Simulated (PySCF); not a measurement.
Method: TPSSh-D3(BJ)/def2-TZVP // B3LYP-D3(BJ)/def2-SVP (PySCF 2.14.0). All species are isolated molecules in the gas phase. One relaxed conformer stands for a flexible species; it need not be the lowest. Excitations are Tamm–Dancoff values on a coarser integration grid. The basis has no diffuse functions, so Rydberg states are missing or too high.

Reference species (SMILES): `C(=C)c1ccc2c(cc(s2)B)c1` (neutral, multiplicity 1).

```json
{
 "S1 oscillator strength": "0.026",
 "LUMO": "-2.69 eV",
 "HOMO–LUMO gap": "3.24 eV",
 "S1–T1 gap (TDA)": "0.75 eV"
}
```

After one change: the S1 oscillator strength increases by 0.086; the LUMO goes up by 0.07 eV; the HOMO–LUMO gap is nearly the same; the S1–T1 gap (TDA) rises by 0.18 eV.

Question: Which change was made? The new species is one of these.
A) `Bc1cc2sccc2cc1C=C`
B) `Bc1c(C=C)ccc2sccc12`
C) `Bc1cc(C=C)cc2sccc12`
D) `Bc1cc(C=C)c2sccc2c1`

Answer: C, `Bc1cc(C=C)cc2sccc12`
